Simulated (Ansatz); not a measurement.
Program: Ansatz. Geometries: PBE0-D4/def2-TZVP. ΔE: electronic, gas phase. CBS: MP2 limit from def2 TZ/QZ plus the TZ coupled-cluster correction, frozen cores. This one scheme is used for every species. Functionals use def2-TZVPP. B3LYP here is the variant with VWN-RPA as its local correlation; programs differ in this. Each species was taken in one conformer, which may not be the lowest.

`CO[SiH2]N[SiH2]Cl` + `[SiH3]P` → `CO[SiH2]P` + `[SiH3]N[SiH2]Cl`  (redistribution)

```tsv
level	ΔE (kcal/mol)	difference from CCSD(T)/CBS
PBE-D4	5.6	0.1
PBE0-D4	5.7	0.2
B3LYP-D4	5.6	0.1
ωB97X-V	5.5	0.0
ωB97M-V	5.7	0.2
B2PLYP	5.2	-0.3
PBE	5.1	-0.4
r2SCAN	5.5	0.0
PBE0	5.2	-0.3
HF/def2-TZVPP	4.9	-0.6
SCS-MP2/def2-TZVPP	5.2	-0.3
CCSD(T)/def2-TZVPP	5.7	0.2
HF/def2-QZVPP	4.8	-0.7
MP2/def2-QZVPP	5.3	-0.2
HF/CBS(def2)	4.8	-0.7
MP2/CBS(def2)	5.3	-0.2
CCSD(T)/CBS	5.5	0
```

Largest T1 diagnostic among the species: 0.013.
